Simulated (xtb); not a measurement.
HfCl₃, SMILES [Cl][Hf+]([Cl])[Cl], charge +1, multiplicity 1. All values are semi-empirical tight-binding results from xtb (GFN2-xTB unless named), good for trends rather than for accurate numbers. Coordinates come from a GFN2-xTB optimisation. The spin state was assumed, not searched. The isomer is the one that the SMILES or the coordinates give; other isomers of the formula were not compared.

For metal compounds this method's bond lengths and energies can be far off.

```yaml
point_group_as_xtb_finds_it: C3v
orbital_gap: 2.70 eV
zero_point_energy: 1.8 kcal/mol
G − E(el) at 298.15 K (modified RRHO): -18.9 kcal/mol
```
